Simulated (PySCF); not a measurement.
# One molecule, several mistakes: BCH3N

These are calculations, not measurements. The program is PySCF 2.14.0, an open-source quantum chemistry code, run on an isolated molecule that a program drew, which may never have been made. The molecule is BCH3N (charge 0, doublet), drawn as the SMILES string `[CH2]B=N`.

Each row is a Hartree-Fock (HF) and frozen-core CCSD(T) single point in the cc-pVDZ basis, meant for a local HF minimum. Run 1 is clean. Each other run has one planted mistake out of seven kinds, and not every kind appears here: one electron removed, one electron added, multiplicity raised by two, geometry at a saddle point, minimal basis STO-3G, one bond length entered in bohr, all coordinates scaled. The reference is restricted for singlets and unrestricted otherwise, and also for a bond in bohr. Adding or removing an electron swaps singlet and doublet. Electrons count all cores. HOMO and LUMO are orbital energies over both spins, the gradient is its largest component, and the lowest frequency (negative if imaginary) is given only where the gradient is small. Bond lengths are over the 5 bonds as drawn. T1 is the CCSD diagnostic: over 0.02 (restricted) or 0.045 (unrestricted) a single reference is doubtful.

Geometry of the clean run:
```xyz
6
BCH3N, angstrom
C     1.4496    0.3698    1.8153
B     0.5934   -0.2146    0.7085
N    -0.1029   -0.6900   -0.1909
H     1.0526    1.0850    2.5249
H     2.4896    0.0936    1.9368
H    -0.6582   -1.0689   -0.9097
```

```
run  electrons  basis functions  <S^2>  HOMO (eV)  LUMO (eV)  gradient (hartree/bohr)  lowest frequency (cm^-1)  mean bond (Å)  longest bond (Å)      T1  HF (hartree)  CCSD(T) (hartree)               mistake
  1         21               57  0.779     -10.43       2.15                  1.9e-05                       354         1.1799             1.516  0.0190    -118.73290         -119.12841              no fault
  2         20               57  0.000     -17.59      -7.71                  3.3e-02                         -         1.1799             1.516  0.0394    -118.39707         -118.79741  one electron removed
  3         22               57  0.000      -0.54      10.44                  7.4e-02                         -         1.1799             1.516  0.0141    -118.69677         -119.12405    one electron added
  4         21               57  1.435     -10.40       1.55                  3.1e-02                         -         1.3726             2.046  0.0887    -118.57996         -118.99348                     ?
```

**Which mistake was planted in run 4, and what did it cost?**

The mean bond changes by a factor of 1.163 and the longest by 1.350, so the molecule wasn't scaled as a whole. A length L in bohr read as angstrom grows by (1/0.5292 - 1) L = 0.890 L. The 5 bonds together grew by 5 x 0.1927 = 0.964 Å, which gives L = 1.083 Å. That is the length of one of the C-H bonds, 1.083 Å in the clean geometry. So the mistake is: one bond length entered in bohr. Subtracting run 1 and multiplying by 627.51 kcal/mol a hartree, the energy moved by 96.0 kcal/mol in HF and 84.7 kcal/mol in CCSD(T).

Cautions from the logs. Run 2: T1 is over the limit, so its CCSD(T) energy is less reliable; run 3: the added electron raises the CCSD(T) energy, so it isn't bound in this basis; run 4: T1 is over the limit, so its CCSD(T) energy is less reliable.
